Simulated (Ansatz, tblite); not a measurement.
Removing and adding an electron: InF₃ (the lowest singlet isomer of a short search). The state is a singlet with charge 0. Geometry: r2SCAN-D4/def2-TZVP. Ansatz, gas phase; energy differences of separate SCF runs; the oxidised species was run as a doublet alone; the reduced species was run as a doublet alone.

```
atom   x (Å)   y (Å)   z (Å)
 In1  -0.001   0.000   0.002
  F2  -1.197   1.043   1.088
  F3   0.620  -1.714   0.616
  F4   0.578   0.671  -1.706
```

In the def2 sets In takes a core potential; there is no spin–orbit coupling. The xTB rows come from tblite. Correlated methods freeze 7 core orbitals; core or outer-core shells of In are correlated, in sets that lack core-valence functions. In CCSD on the charge 1 doublet the largest single amplitude is 0.20, so its Hartree–Fock determinant may place the open shell otherwise than the density functionals do. HOMO above LUMO, or a gap near zero within one spin, warns that the state may not be the lowest or that an electron is smeared out. The structure comes from a short search, and lower isomers may exist.

**Question.** Estimate orbital energies and vertical ionisation energies and electron affinities at: GFN1-xTB; GFN2-xTB; HF/def2-TZVPP; PBE-D4/def2-TZVP; PBE-D4/def2-TZVPD; r2SCAN-D4/def2-TZVP; r2SCAN-D4/def2-TZVPD; PBE0-D4/def2-TZVP; PBE0-D4/def2-TZVPD; MP2/def2-TZVPP; CCSD/def2-TZVPP; CCSD(T)/def2-TZVPP.

**Answer.** 
| level | −HOMO (eV) | vertical IE (eV) | −LUMO (eV) | vertical EA (eV) | HOMO–LUMO gap (eV) | IE − EA (eV) | remarks |
| --- | --- | --- | --- | --- | --- | --- | --- |
| GFN1-xTB | 13.88 | 17.57 | 9.89 | 6.63 | 3.98 | 10.94 | – |
| GFN2-xTB | 14.64 | 18.44 | 11.76 | 7.82 | 2.88 | 10.62 | – |
| HF/def2-TZVPP | – | 12.69 | – | – | – | – | – |
| PBE-D4/def2-TZVP | 9.18 | 12.76 | 4.40 | – | 4.78 | – | gap within one spin near zero (+1 doublet) |
| PBE-D4/def2-TZVPD | 9.27 | – | 4.49 | 1.61 | 4.78 | – | HOMO above zero (-1 doublet) |
| r2SCAN-D4/def2-TZVP | 9.62 | 13.03 | 4.17 | – | 5.45 | – | – |
| r2SCAN-D4/def2-TZVPD | 9.68 | – | 4.22 | 1.52 | 5.46 | – | HOMO above zero (-1 doublet) |
| PBE0-D4/def2-TZVP | 11.15 | 13.54 | 3.46 | – | 7.69 | – | – |
| PBE0-D4/def2-TZVPD | 11.21 | – | 3.54 | 1.54 | 7.67 | – | HOMO above zero (-1 doublet) |
| MP2/def2-TZVPP | – | 14.67 | – | – | – | – | – |
| CCSD/def2-TZVPP | – | 14.23 | – | – | – | – | – |
| CCSD(T)/def2-TZVPP | – | 14.24 | – | – | – | – | – |

   A HOMO above zero means that the electron is unbound at that level or that self-interaction error raises the level; the energy of removing that electron tells which. Raw xTB energy differences between charge states are shifted by several eV; the methods need an empirical correction for them.
